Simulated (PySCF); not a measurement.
## Telling isomers of C8H9B apart by NMR

PySCF 2.14.0 with density-fitted response routines calculation with geometry from PBE0-D3(BJ)/def2-SVP and shieldings: GIAO PBE0/pcSseg-1; no solvent model, rapidly exchanging positions averaged, single conformer, relativity neglected.

Scale: TMS for 1H, 13C (reference shieldings calculated alike). Where no couplings were computed, multiplicities follow the n + 1 count of equivalent neighbours, and m marks all less simple cases (inequivalent or close neighbours, rings, F or P nearby). Couplings to H on boron are left out. Carbons bonded to boron are broad in practice. Shifts are as computed. Against solution values, carbons near 30 ppm lie about +2 ppm off and those near 130 ppm about +5 ppm. Of 1211 compounds with measured shifts, 218 miss one by over three times the rms of a fit or turn the order of signals round; such compounds aren't used in these exercises.

(1) Tabulate the signals of `BC1=C[C@@H]2[C@@H]3C=C[C@H]1[C@H]23`, `BCC1c2ccccc21` and their relative energies.

(2) What is the quickest way to tell BC1=C[C@@H]2[C@@H]3C=C[C@H]1[C@H]23 from BCC1c2ccccc21?

## Answers

(1) 
```tsv
SMILES	carbon types	δC	δH	E rel. (kcal/mol)
BC1=C[C@@H]2[C@@H]3C=C[C@H]1[C@H]23	1×C 7×CH	161.5, 159.8, 140.7, 126.6, 59.0, 56.1, 52.5, 49.4	6.69 (br, 2H), 6.27 (d, 1H), 6.20 (m, 1H), 5.20 (m, 1H), 3.26 (m, 1H), 3.25 (m, 1H), 3.13 (m, 1H), 3.02 (m, 1H)	0.0
BCC1c2ccccc21	2×C 5×CH 1×CH2	138.6, 134.4, 119.3, 46.9, 34.8	7.98 (br, 2H), 7.33 (m, 2H), 7.28 (m, 2H), 4.23 (m, 1H), 2.04 (m, 2H)	19.1
```

Energies are electronic energies at PBE0/pcSseg-1 on these geometries, without zero-point or thermal terms, each for the one conformer computed, which needn't be the lowest.

(2) Count the carbon signals: 8 against 5. The first has an alkene CH at 161.5 ppm, the second an sp3 CH2 bonded to B at 46.9 ppm. Their most deshielded carbons lie at 161.5 and 138.6 ppm. In the proton spectra the most deshielded non-exchanging signals are 6.69 (br, 2H) and 7.98 (br, 2H).
